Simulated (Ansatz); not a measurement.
Calculated with Ansatz (gas phase, PBE0-D4/def2-TZVP geometries, no zero-point term in ΔE). CBS: MP2 limit from def2 TZ/QZ plus the TZ coupled-cluster correction, frozen cores. This one scheme is used for every species. DFT in def2-TZVPP. For Ge outer-core shells are correlated without core-valence functions, which leaves a few kJ/mol of doubt a bond. Scalar relativity is left out up to krypton. Each species was taken in one conformer, which may not be the lowest.

Reaction (substitution at a C–O bond): `BC(=C)[O][GeH3]` + CH₃SH → `BC(=C)SC` + `[OH][GeH3]`

```csv
level,ΔE (kJ/mol),difference from CCSD(T)/CBS
PBE0-D4,-26.2,3.1
ωB97X-V,-21.6,7.7
PBE,-25.1,4.2
PBE0,-25.3,4.0
SCS-MP2/def2-TZVPP,-29.1,0.2
HF/def2-QZVPP,-15.4,13.9
SCS-MP2/def2-QZVPP,-31.9,-2.6
HF/CBS(def2),-15.5,13.8
MP2/CBS(def2),-39.0,-9.7
CCSD/CBS(def2),-27.5,1.8
CCSD(T)/CBS,-29.3,0
```

Largest T1 diagnostic among the species: 0.013.

In def2-TZVPP, CCSD(T) changes the Hartree–Fock value by −9.6 kJ/mol (the triples alone add −1.8 kJ/mol) and MP2 by −19.4 kJ/mol.
